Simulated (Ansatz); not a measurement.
Input file for Ansatz (a first-principles code): SC-NEVPT2 on CASSCF(6,4)/def2-TZVPP on AlH2I (SMILES [AlH2][I]), a point of a bond scan (R = 6.710 Å). Elements past Kr take the def2 small-core potentials; no spin–orbit coupling.

Ansatz 0.2 input:
```yaml
crystal:
  periodic: [false, false, false]
  atoms:
    - {symbol: Al, position_ang: [-1.02948799, -1.59301317, 0.26750098]}
    - {symbol: H, position_ang: [-0.51932809, -2.62382129, 1.33718988]}
    - {symbol: H, position_ang: [-2.32698290, -1.78051460, -0.59760769]}
    - {symbol: I, position_ang: [2.57692331, 3.98748974, -0.66958481]}
basis:
  gaussian:
    orbitals: def2-TZVPP
    pivot_positions_ang: [[-1.02948799, -1.59301317, 0.26750098], [-0.51932809, -2.62382129, 1.33718988], [-2.32698290, -1.78051460, -0.59760769], [2.57692331, 3.98748974, -0.66958481]]
magnetization: {spin_polarized: false}
correlation: {method: sc_nevpt2, electrons: outside_noble_gas, active_space: {window: {electrons: 6, orbitals: 4}}}
output: {orbitals: {seedname: ./end}}
```

Output:

```
WARN ansatz: RAYON_NUM_THREADS=1 ignored (pool sized by the plan → 1); use --threads N
Functional definition: HF
integrals: 0.05 GiB planned
941 factors; integrals over basis functions are off by at most 3.3e-4 eV
mean field: 0.30 GiB planned
mean field evaluation 1: about -14681.3296 eV, gradient 1.8e1 eV
mean field evaluation 2: about -14681.3513 eV, gradient 1.8e1 eV
mean field evaluation 4: about -14682.3917 eV, gradient 1.0e1 eV
mean field evaluation 8: about -14682.9983 eV, gradient 1.2e0 eV
mean field evaluation 16: about -14683.1641 eV, gradient 2.5e-2 eV
mean field evaluation 32: about -14683.1211 eV, gradient 9.7e-1 eV
mean field -14683.16456560 eV, -539.5963451795 hartree, gradient 4.3e-6 eV, S^2 0.000000; 4 other end points of the search recorded, 0 dependent functions left out; unrestricted orbitals would lower it
reference -14683.16456560 eV, -539.5963451795 hartree; 20, 20 occupied and 100, 100 virtual orbitals, 941 factors
configuration interaction: 0.22 GiB planned
configuration interaction: 0.00 GiB planned
state -14685.60149947 eV, -539.6859008474 hartree
state -14685.60149947 eV, -539.6859008474 hartree; corrected -14690.60687056 eV, -539.8698448421 hartree
WARN: 2 active orbitals are nearly empty or full. The corrections depend on them more than the energy does, and are more stable in an active space without them
Total energy: -14690.60687056 eV, -539.8698448421 hartree
```

The run converged.

Warnings raised: idle orbitals.

Cost: very roughly 14 core-seconds.
